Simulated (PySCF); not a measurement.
C3H4BFO, SMILES B(O)(C=C=C)F.

Geometry optimised at B3LYP-D3(BJ)/def2-SVP. This is a generated structure with no PubChem entry under its InChIKey; it may be hypothetical. Other conformers were not sampled.

Two levels are set side by side: PBE/def2-TZVP (PySCF) and ωB97X/def2-TZVP (PySCF). Same geometry, gas phase. Differences are taken from unrounded values.

| quantity | ωB97X |
|---|---|
| orbital gap (eV) | 11.46 |
| highest occupied level (eV) | -10.22 |
| lowest empty level (eV) | 1.24 |
| dipole moment (D) | 2.77 |
| mean polarisability (bohr³) | 54.8 |

Q: What does PBE give, and how far is it from ωB97X? (Estimate from the structure and the level; the computed values follow.)

A: 
| quantity | PBE | PBE minus ωB97X |
|---|---|---|
| orbital gap (eV) | 4.73 | -6.74 |
| highest occupied level (eV) | -6.62 | 3.61 |
| lowest empty level (eV) | -1.89 | -3.13 |
| dipole moment (D) | 2.62 | -0.15 |
| mean polarisability (bohr³) | 57.2 | 2.4 |

PBE's occupied levels lie high since its potential decays too fast outside the molecule; exact exchange lowers them and widens the gap. Loosely held outer electrons make PBE densities more polarisable. Differences between two approximate levels are no errors against the true value.

Rough cost on one machine, each run with all the roots and properties that it gave: ωB97X against PBE within a factor of 2.
